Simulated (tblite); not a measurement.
C4H4FNS.
InChI=1S/C4H4FNS/c1-3-6-2-4(5)7-3/h2H,1H3

Computed with GFN2-xTB (tblite): harmonic, unscaled wavenumbers at the GFN2-xTB geometry, gas phase. Against measured fundamentals such values can be off by several per cent, at times by over 20.

Harmonic wavenumbers (cm⁻¹): 69.1, 152.4, 261.6, 336.6, 360.8, 474.7, 477.6, 571.7, 621.9, 709.7, 748.4, 800.3, 979.5, 1023.0, 1096.9, 1157.2, 1173.0, 1304.3, 1387.5, 1448.7, 1450.6, 1542.7, 1594.2, 3010.6, 3023.0, 3060.6, 3154.9.

A = 5167, B = 1805, C = 1349 MHz; mass 117.005 u (most abundant isotopes); point group Cs, symmetry number 1.

Question: Zero-point energy?

Answer: Half the sum of the wavenumbers: 15996 cm⁻¹ = 191.35 kJ/mol.

Question: Give the ideal-gas entropy at 298.15 K and 1 bar in the rigid-rotor, harmonic-oscillator model (classical rotation).

Answer: Translation 168.25, rotation 115.63, vibration 60.12: S = 344.0 J/(mol K).

Question: And Cp and H(298.15 K) − H(0)?

Answer: Cp = 107.31 J/(mol K), of which vibrations give 74.05 (their classical limit is 27 R = 224.5); H(298.15 K) − H(0) = 20.15 kJ/mol without the zero-point energy, 10.23 from vibrations.

Question: What must be added to the electronic energy to get the Gibbs energy at 298.15 K and 1 bar?

Answer: ZPE + [H(298.15 K) − H(0)] − T·S = 191.35 + 20.15 − 102.56 = 108.94 kJ/mol.

Question: Blend soft modes into free rotors: weight 1/[1 + (100 cm⁻¹/ν̃)⁴] for the oscillator and the rest for a rotor with moment μB/(μ + B), μ = h/(8π²ν), B = 10⁻⁴⁴ kg m². What vibrational entropy results?

Answer: 56.78 J/(mol K) in place of 60.12, which changes −T·S at 298.15 K by +0.99 kJ/mol.

Hindered rotation and anharmonicity are outside this model.
